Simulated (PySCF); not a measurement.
How methods differ on the excitation energy of Te

Te [Kr] 4d10 5s2 5p4 (3P) → Te [Kr] 4d10 5s1 5p5 (3P), as a difference of total energies. All numbers are calculated (PySCF 2.14, scalar relativity through the core potential, in aug-cc-pwCVDZ-PP with ECP28MDF (6s5p4d1f, 48 functions)). Correlated levels: valence: 4s2 4p6 4d10 frozen; valence and next inner shell: nothing frozen outside the core potential. The calculations carry no spin-orbit coupling.

| method | excitation energy (cm⁻¹) |
| --- | --- |
| UHF | 80533 |
| LDA | 75763 |
| PBE | 74819 |
| PBE0 | 76512 |
| r2SCAN | 75604 |
| BP86 | 74887 |
| wB97M-V | 77542 |
| M06 | 76052 |
| M06-L | 74432 |
| MP2 (valence) | 73780 |
| MP2 (valence and next inner shell) | 74648 |

Question: Estimate what SCS-MP2 (valence and next inner shell) gives.

Answer: 73489 cm⁻¹, closest to MP2 (valence) among the rows shown.

Question: Estimate what SCS-MP2 (valence) gives.

Answer: 72784 cm⁻¹, closest to MP2 (valence) among the rows shown.

The upper state lies above the first ionisation limit, where it may autoionise and the basis confines it.
